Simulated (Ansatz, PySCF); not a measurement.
Potential energy surface of H₃ (cation, charge +1), singlet: symmetric bend, bond length relaxed. Scanned: H-H-H angle. Other coordinates (H-H bond length) were minimised at PBE0/def2-TZVP.

Levels: CCSD(T)/aug-cc-pVQZ = CCSD(T) on RHF/aug-cc-pVQZ, frozen core in Ansatz (an electronic-structure program); RKS-LDA (SVWN5)/6-31G* = restricted LDA (SVWN5)/6-31G*, spherical d in PySCF; FCI/aug-cc-pVQZ = Ansatz with full CI/aug-cc-pVQZ, frozen core.

Energies relative to the lowest point of each profile, in mEh:

| a / ° | CCSD(T)/aug-cc-pVQZ | RKS-LDA (SVWN5)/6-31G* |
|---|---|---|
| 180 | 65.0 | 46.4 |
| 171.33 | 64.6 | 46.3 |
| 158.79 | 62.5 | 45.7 |
| 150.53 | 60.2 | 44.8 |
| 139.45 | 55.8 | 42.8 |
| 120.38 | 44.8 | 36.3 |
| 112.04 | 38.7 | 32.0 |
| 100.83 | 29.3 | 25.0 |
| 89.97 | 19.5 | 17.0 |
| 77.94 | 8.9 | 8.0 |
| 70 | 3.3 | 3.0 |
| 60 | 0.0 | 0.0 |

### Question
What does FCI/aug-cc-pVQZ give at the same points?

### Answer
180: 65.0; 171.33: 64.6; 158.79: 62.5; 150.53: 60.2; 139.45: 55.8; 120.38: 44.8; 112.04: 38.7; 100.83: 29.3; 89.97: 19.5; 77.94: 8.9; 70: 3.3; 60: 0.0 (mEh).
